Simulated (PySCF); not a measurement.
**Ionisation energy of Ag³¹⁺ by level of theory**

Ag³¹⁺ [Ne] 3s2 3p4 [3p1/2^2 3p3/2^2, M_J = 2] → Ag³²⁺ [Ne] 3s2 3p3 [3p1/2^2 3p3/2^1, M_J = 3/2], as a difference of total energies. All numbers are calculated (PySCF 2.14, the two-component X2C-1e Hamiltonian, in an uncontracted even-tempered set (19 s from 5.2 bohr⁻², ratio 2.4; 14 p from 6.8 bohr⁻², ratio 2.4; 5 d from 27 bohr⁻², ratio 2.6; 4 f from 40 bohr⁻², ratio 2.6)). Correlated levels: 1s2 frozen; the 56 highest virtual spinors dropped. "Screened" scales the spin-orbit matrix elements by Boettger's factors to mimic the two-electron term; Breit and QED terms are absent.

```tsv
method	ionisation energy (eV)
GHF (spin-free)	1893.2
GMP2 (spin-free)	1894.3
GHF (screened spin-orbit)	1891.1
GMP2 (screened spin-orbit)	1891.4
```

Breit and QED terms and the two-electron picture change are absent.

The spin-free rows relax to the high-spin LS determinant and lack the spin-orbit shift.

The labels give the starting determinants; with spin-orbit coupling the two ends relaxed to ⟨J²⟩ = 6.00, ⟨L²⟩ = 3.00, ⟨S²⟩ = 1.51 and ⟨J²⟩ = 3.75, ⟨L²⟩ = 1.96, ⟨S²⟩ = 1.83.

For comparison: 1888 ± 2.4 eV (semi-empirical (NIST evaluation); NIST Atomic Spectra Database, ionization energies).
